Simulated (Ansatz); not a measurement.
A search over several starts for the lowest SCF solution of Cr(NH2)3 (CrN₃H₆) at the given spin, in a small basis.

```yaml
crystal:
  periodic: [false, false, false]
  atoms:
    - {symbol: Cr, position_ang: [-0.000021, -0.000005, 0.000018]}
    - {symbol: N, position_ang: [1.823850, -0.005577, -0.009368]}
    - {symbol: H, position_ang: [2.408518, -0.252185, -0.807217]}
    - {symbol: H, position_ang: [2.418121, 0.237520, 0.782436]}
    - {symbol: N, position_ang: [-0.907129, 1.582337, 0.004761]}
    - {symbol: H, position_ang: [-1.408740, 1.971853, 0.802178]}
    - {symbol: H, position_ang: [-0.991799, 2.215665, -0.789550]}
    - {symbol: N, position_ang: [-0.916770, -1.576788, 0.004584]}
    - {symbol: H, position_ang: [-0.997093, -2.209597, 0.799764]}
    - {symbol: H, position_ang: [-1.428926, -1.963232, -0.787607]}
basis:
  gaussian: {orbitals: def2-SVP, initial_orbitals: start.molden}
magnetization: {spin_polarized: true, initial_magnetization: 1}
hamiltonian: {xc: pbe0, dispersion: d4}
output: {orbitals: {seedname: orbitals}}
```

The file start.molden holds the orbitals of an earlier run on this structure, at another level or in another basis.

```sh
$ ansatz run in.yaml --threads 4 --pin off --events-out ev --progress --plain --max-ram 8704MiB
```

Output, abridged:

```
Functional definition: PBE0
1099 factors; integrals over basis functions are off by at most 9.3e-4 eV
mean field evaluation 1: about -32970.6851 eV, gradient 2.8e0 eV
mean field evaluation 2: about -32970.7534 eV, gradient 9.9e-2 eV
mean field evaluation 4: about -32970.9735 eV, gradient 1.6e-3 eV
mean field evaluation 8: about -32970.9735 eV, gradient 3.3e-5 eV
mean field evaluation 16: about -32901.2224 eV, gradient 1.2e2 eV
mean field evaluation 32: about -32970.9020 eV, gradient 7.4e-1 eV
mean field evaluation 64: about -32970.8310 eV, gradient 1.1e0 eV
mean field -32970.97348973 eV, -1211.6609272191 hartree, gradient 1.2e-6 eV, S^2 1.759719; 7 other end points of the search recorded, 0 dependent functions left out
reference -32970.97353454 eV, -1211.6609288660 hartree; 26, 25 occupied and 77, 78 virtual orbitals, 1099 factors
Total energy: -32971.13274591 eV, -1211.6667797759 hartree
```

Run time 8.5 s (4 threads of Intel Xeon 6975P-C on a shared host).

The charge 0 doublet is spin-contaminated (final ⟨S²⟩ up to 1.76, 0.75 for a pure state). At PBE0-D4/def2-TZVP a quartet of charge 0 lies 0.89 eV below the doublet, each at its own geometry.
